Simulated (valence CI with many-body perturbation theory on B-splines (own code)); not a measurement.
**Dy XXXVI: what each term of the Hamiltonian does**

Computed by valence CI with perturbative core correlation (CI+MBPT): three valence electrons over a frozen Dirac-Fock core [Ar] 3d10, radial functions for each j: 11 s, 11 p, 9 d, 7 f, 5 g, 2 h, 1 i, with the one-electron correlation potential Σ1 (screened to all orders), the two-electron term Σ2, the three-electron term Σ3, Breit, model QED; selected single and double excitations, second order for the rest (own B-spline code, finite nucleus).

No measured spectrum was set against this ion. As an estimate, large intervals hold to a few tenths of a per cent, small ones and those within an open d or f shell to about a per cent.

Each rung adds one term. CI alone is the Dirac-Coulomb CI over the frozen core; QED comes last and gives the full result, which names the levels. Energies are above (4s^2 4p1/2) J=1/2 on the same rung, in cm⁻¹.

Levels are named by their leading jj configuration (3d3/2^4 stands for four electrons in 3d with j = 3/2), which in mixed levels can hold well under half, so a name can repeat and another be missing. Letters in brackets count levels of one name in rising energy.

| Level | CI alone | + Σ1 | + Σ2 | + Σ3 | + Breit | Full |
| --- | --- | --- | --- | --- | --- | --- |
| (4s^2 4p3/2) J=3/2 | 430143 | 431706 | 432361 | 432370 | 427190 | 427774 |
| (4s 4p1/2^2) J=1/2 | 621579 | 620985 | 622225 | 622280 | 626969 | 620673 |
| (4s 4p1/2 4p3/2) J=3/2 [a] | 966428 | 967307 | 971721 | 971842 | 971521 | 965828 |
| (4s 4p1/2 4p3/2) J=5/2 | 1023330 | 1024240 | 1026950 | 1027040 | 1026220 | 1020580 |
| (4s 4p1/2 4p3/2) J=3/2 [b] | 1107170 | 1108100 | 1107260 | 1107300 | 1106510 | 1100980 |
| (4s 4p1/2 4p3/2) J=1/2 | 1134580 | 1135490 | 1130350 | 1130350 | 1130170 | 1124410 |
| (4s 4p3/2^2) J=5/2 | 1417040 | 1419290 | 1423480 | 1423600 | 1417520 | 1412940 |
| (4s^2 4d3/2) J=3/2 | 1494160 | 1494750 | 1490180 | 1490220 | 1483340 | 1481900 |
| (4s 4p3/2^2) J=1/2 | 1562300 | 1564780 | 1563090 | 1563060 | 1557780 | 1552660 |
| (4s 4p3/2^2) J=3/2 | 1604780 | 1606890 | 1600250 | 1600210 | 1594350 | 1589980 |
| (4s^2 4d5/2) J=5/2 | 1618440 | 1619370 | 1613310 | 1613290 | 1604120 | 1603310 |
| (4p1/2^2 4p3/2) J=3/2 | 1742110 | 1742370 | 1739840 | 1739930 | 1743930 | 1732190 |
| (4s 4p1/2 4d3/2) J=3/2 [a] | 1988730 | 1988200 | 1991630 | 1991830 | 1989220 | 1982420 |
| (4s 4p1/2 4d3/2) J=5/2 | 2025960 | 2025670 | 2028550 | 2028730 | 2025790 | 2018700 |
| (4p1/2 4p3/2^2) J=3/2 | 2101070 | 2102230 | 2101460 | 2101590 | 2100050 | 2090150 |
| (4s 4p1/2 4d5/2) J=5/2 [a] | 2111930 | 2112700 | 2114580 | 2114740 | 2111140 | 2102800 |
| (4s 4p1/2 4d3/2) J=1/2 | 2127910 | 2127470 | 2123380 | 2123460 | 2120680 | 2113980 |
| (4s 4p1/2 4d3/2) J=3/2 [b] | 2134720 | 2134620 | 2131870 | 2131970 | 2128590 | 2121520 |
| (4s 4p1/2 4d5/2) J=5/2 [b] | 2161180 | 2161630 | 2159480 | 2159590 | 2155600 | 2147950 |

(1) How does the ionisation energy move along the ladder, and which term matters most?

Results:

(1) CI alone 1520.8, + Σ1 1522.5, + Σ2 1522.4, + Σ3 1522.4, + Breit 1520.7, + QED 1520.8 eV. The largest step is Σ1, 1.8 eV, with Breit about as large (-1.6). NIST lists 1520 ± 5 eV (theoretical).
